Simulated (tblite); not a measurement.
C4H12O4Ti, triplet, geometry from GFN2-xTB (such geometries of metal compounds can be far from the true shape) (the multiplicity is a formal guess); GFN1-xTB (tblite 0.6.0).

Input for tblite:
```
$ tblite run mol.xyz --method gfn1 --charge 0 --spin 2 --spin-polarized --json tblite.json --no-restart

# file mol.xyz
21

Ti     0.20428409     0.01719143     0.18943717
O     -1.57175937     0.20905870     0.43486864
C     -1.71222896     0.89942815     1.63310933
H     -0.90505706     1.65838599     1.73697637
H     -2.68926980     1.40893968     1.65796989
H     -1.64383368     0.20814387     2.49136806
O      0.91106053    -0.81005718    -1.30941650
C      0.09971377    -0.83738829    -2.42374965
H      0.29934767     0.04691736    -3.05934113
H      0.32335633    -1.72874078    -3.03387543
H     -0.97718831    -0.83599539    -2.14945761
O      0.70581010    -1.19491738     1.45638054
C      0.46012773    -2.44463085     0.95879222
H      0.83287232    -2.48166689    -0.09879669
H      1.01062645    -3.20725035     1.53532784
H     -0.62041800    -2.68550771     0.94558554
O      0.77138312     1.73121427     0.00232228
C      0.09178883     2.38925700    -1.00172632
H     -0.96831077     2.05667919    -1.04842929
H      0.12466019     3.47818711    -0.82992120
H      0.55060104     2.18131338    -1.98681744
```

Output, abridged:

```
xTB calculator
 | screened Coulomb repulsion
 | Coulomb electrostatics
 |  * isotropic Klopman-Ohno-Mataga-Nishimoto electrostatics
 |  * onsite third-order electrostatics
 | DFT-D3(BJ) dispersion correction
 | Interactions (1)
 | [1] spin polarization

halogen bonding energy    0.0000000000000E+00 Eh
repulsion energy          2.4267801438313E-01 Eh
dispersion energy        -9.1450955581082E-03 Eh
interaction energy        0.0000000000000E+00 Eh
number of electrons       5.6000000000000E+01 e
integral cutoff           3.9599309224301E+01 bohr

------------------------------------------------------------
  cycle        total energy    energy error   density error
------------------------------------------------------------
      1     -33.39440886387  -3.3627942E+01   4.7264245E-01
      2     -33.59945323450  -2.0504437E-01   3.7205797E-01
      3     -34.17541504659  -5.7596181E-01   2.3465621E-01
      4     -34.92529885173  -7.4988381E-01   1.0698344E-01
      5     -34.94003456591  -1.4735714E-02   7.3520579E-02
      6     -34.92639795177   1.3636614E-02   8.1125288E-02
      7     -34.96523057648  -3.8832625E-02   5.7490964E-02
      8     -34.99215180648  -2.6921230E-02   3.0228370E-02
      9     -34.99422988766  -2.0780812E-03   2.8147002E-02
     10     -35.00036310539  -6.1332177E-03   1.8764842E-02
     11     -35.00544433074  -5.0812254E-03   3.5926333E-03
     12     -35.00540609348   3.8237255E-05   3.6214372E-03
     13     -35.00554075539  -1.3466190E-04   1.6173698E-03
     14     -35.00557047592  -2.9720530E-05   5.4697881E-04
     15     -35.00557121762  -7.4170563E-07   4.3990884E-04
     16     -35.00557347787  -2.2602481E-06   8.1875862E-05
     17     -35.00557351089  -3.3020569E-08   4.4968697E-05
     18     -35.00557353607  -2.5181322E-08   1.5325874E-05
------------------------------------------------------------

electronic energy        -3.5239106454900E+01 Eh
total energy             -3.5005573536075E+01 Eh

Post processing:
 | Mayer-Wiberg bond orders

[Info] JSON dump of results written to 'tblite.json'
```
